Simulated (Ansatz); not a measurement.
Spectroscopic constants of LiCl-, multiplicity 2 (lowest of 2S+1 = 2, 4 at CCSD(T)/def2-TZVPP on PBE0 minima; our sources give no spin for the ground state, which may be another).

Constants: fifth-degree fit in 1/R to seven points, most abundant isotopes. Runs in def2 and cc sets follow the lowest solution found near the PBE0 minimum.

Cores are frozen in the correlated methods. CBS(a, b) extrapolates the correlation energy as X⁻³ and adds the Hartree–Fock energy of set b.

Run with Ansatz (an electronic-structure program) with Gaussian orbitals. 

```tsv
level	r_e (Å)	ω_e (cm⁻¹)	ω_e x_e (cm⁻¹)
PBE/def2-TZVPP	2.141	494	5.3
B3LYP/def2-TZVPP	2.140	494	5.4
BHLYP/def2-TZVPP	2.130	505	5.6
CAM-B3LYP/def2-TZVPP	2.128	504	5.5
wB97X-V/def2-TZVPP	2.147	?	5.2
CCSD/aug-cc-pV(T+d)Z	2.144	502	5.5
CCSD(T)/aug-cc-pV(Q+d)Z	2.139	504	5.5
CCSD(T)/CBS(aug-cc-pV(T+d)Z, aug-cc-pV(Q+d)Z)	?	?	5.5
```

### Question
Fill in the missing entries.

### Answer

- CCSD(T)/CBS(aug-cc-pV(T+d)Z, aug-cc-pV(Q+d)Z), r_e (Å): 2.136
- CCSD(T)/CBS(aug-cc-pV(T+d)Z, aug-cc-pV(Q+d)Z), ω_e (cm⁻¹): 507
- wB97X-V/def2-TZVPP, ω_e (cm⁻¹): 495
